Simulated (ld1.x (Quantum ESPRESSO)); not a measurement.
**u(r) = r·R(r): atom against pseudo-atom (Be (Z = 4))**

Columns: radius, all-electron u(r) and pseudo u(r) of the 2s shell (level -5.61 eV) of beryllium in the configuration [He] 2s2 2p0; PBE, scalar-relativistic, TM semilocal scheme, ld1.x (Quantum ESPRESSO) 7.5.

```
r (bohr)  all-electron   pseudo
   0.210        0.2530  -0.0577
   0.420        0.1525  -0.1195
   0.630       -0.0328  -0.1902
   0.840       -0.2143  -0.2751
   1.050       -0.3637  -0.3756
   1.260       -0.4777  -0.4782
   1.470       -0.5584  -0.5584
   1.680       -0.6084  -0.6084
   1.890       -0.6328  -0.6328
   2.100       -0.6368  -0.6368
   2.310       -0.6254  -0.6254
   2.520       -0.6027  -0.6027
   2.730       -0.5722  -0.5722
   2.940       -0.5369  -0.5369
   3.150       -0.4989  -0.4989
   3.360       -0.4600  -0.4600
   3.570       -0.4214  -0.4214
   3.780       -0.3840  -0.3840
   3.990       -0.3484  -0.3484
   4.200       -0.3150  -0.3150
   4.410       -0.2840  -0.2840
   4.620       -0.2553  -0.2553
   4.830       -0.2290  -0.2290
   5.040       -0.2050  -0.2050
   5.250       -0.1832  -0.1832
   5.460       -0.1634  -0.1634
```

Problem. How many radial nodes do the two functions have?

Solution. The all-electron 2s function has n − l − 1 = 1; the pseudo-wave has 0, since the states of the same l below it are removed with the core.

Problem. At about which radius was the pseudo-wave matched?

Solution. 1.45 bohr, where the columns begin to agree (steps of 0.21 bohr).

Problem. Where does each function peak?

Solution. Outermost all-electron maximum near 2.10 bohr, pseudo maximum near 2.10 bohr (to the table’s step).

Problem. Is the pseudo-wave norm-conserving?

Solution. Yes: the TM semilocal scheme keeps the norm inside the radius equal to the all-electron one, which fixes the energy derivative of the logarithmic derivative at the level.
